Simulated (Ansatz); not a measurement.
Ansatz results at the PBE0-D4/def2-TZVP geometry: HOMO energy (B3LYP/def2-TZVPP) -6.19 eV; LUMO energy (PBE/def2-TZVPP) -1.76 eV; HOMO–LUMO gap (B3LYP/def2-TZVPP) 5.20 eV.

Each molecule was computed in one conformer, which needn't be the lowest.

**Question.** Which molecule gave them?
A. `N[BH][GeH]([OH])[F]`
B. `CC1[SiH2]B1O`
C. `B[SiH2]/C=C/O`
D. `BC[SiH](C)F`

**Answer.** B. The others give `B[SiH2]/C=C/O`: -6.40, -1.40, 5.68; `BC[SiH](C)F`: -8.72, -2.45, 7.02; `N[BH][GeH]([OH])[F]`: -7.81, -2.02, 6.45.

B3LYP here is the variant with VWN-RPA as its local correlation; programs differ in this.
